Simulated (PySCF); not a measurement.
# Hartree-Fock beside MP2: AlBFH2N

Calculated results; nothing here was measured. The program is PySCF 2.14.0, an open-source quantum chemistry code, run on an isolated molecule that a program drew, which may never have been made. The molecule is AlBFH2N (charge 0, singlet), drawn as the SMILES string `N=[B][AlH][F]`.

The geometry was optimised and harmonic frequencies were computed with HF and MP2, all in the cc-pV(D+d)Z basis, for the commonest isotopes, with a restricted reference for singlets and an unrestricted one otherwise, and a frozen core in MP2. Each result is a local minimum of its method.

Geometry at the HF minimum:
```xyz
6
AlBFH2N, angstrom
N    -2.0426   -1.7162    2.3642
B    -1.7475   -1.9666    1.1963
Al   -1.2415   -2.3515   -0.8071
F    -1.1151   -3.9367   -1.2617
H    -2.2796   -1.5283    3.3029
H    -0.9738   -1.2700   -1.9074
```

Lengths of the bonds as drawn, in Å (atoms numbered as above):
```
  bond     HF    MP2
 N1-B2  1.230  1.262
B2-Al3  2.102  2.084
Al3-F4  1.654  1.676
 N1-H5  0.986  1.003
Al3-H6  1.566  1.569
```

Rotational constants, in GHz:
| constant | HF | MP2 |
|---|---|---|
| A | 22.58 | 22.43 |
| B | 2.553 | 2.52 |
| C | 2.294 | 2.265 |

Harmonic frequencies in cm^-1, each column in rising order, so a row needn't be the same motion in every method:
| rank | HF | MP2 |
|---|---|---|
| 1 | 140 | 127 |
| 2 | 235 | ? |
| 3 | 345 | 314 |
| 4 | 490 | 483 |
| 5 | 527 | 504 |
| 6 | 560 | 505 |
| 7 | 593 | 532 |
| 8 | 711 | 686 |
| 9 | 857 | 830 |
| 10 | 2045 | 1861 |
| 11 | 2062 | 2012 |
| 12 | 4074 | 3847 |

**Estimate the missing MP2 frequency from the HF column.**

A single factor s that minimises the squared misfit of MP2 against s times HF over the other rows is sum(HF x MP2) / sum(HF^2) = 0.9442, with an rms misfit of 33 cm^-1. For rank 2 it gives 0.9442 x 235 = 222 cm^-1. The calculation gives 203 cm^-1, 19 cm^-1 below the estimate. The drawn bonds are on average 1.0 % longer in MP2 than in HF.
